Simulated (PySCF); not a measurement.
# AsBr⁻ at PBE0

Computed with PBE0; basis As def2-TZVPPD, Br def2-TZVPPD; no relativity; PySCF 2.14.

- state: ⁴Σ⁻ (quartet), unpaired electrons σ ↑, π ↑↑, a second solution, started from another occupation
- bond length: 3.087 Å
- harmonic wavenumber: 96.6 cm⁻¹
- force constant: 0.211 mdyn/Å
- rotational constant Be: 0.04603 cm⁻¹
- anharmonicity ωexe: 0.753 cm⁻¹
- vibration–rotation constant αe: 0.000385 cm⁻¹
- energy of the minimum from ground-state As + Br⁻: -0.405 eV
- bond order (Mayer): 0.49
- dipole moment (positive dipole points towards Br; it is taken about the centre of mass and depends on that origin): -2.79 D

Spin–orbit coupling is left out. For an ion De counts to the pair picked by the measured ionisation energies or electron affinities, which need not be the lowest pair at this level.
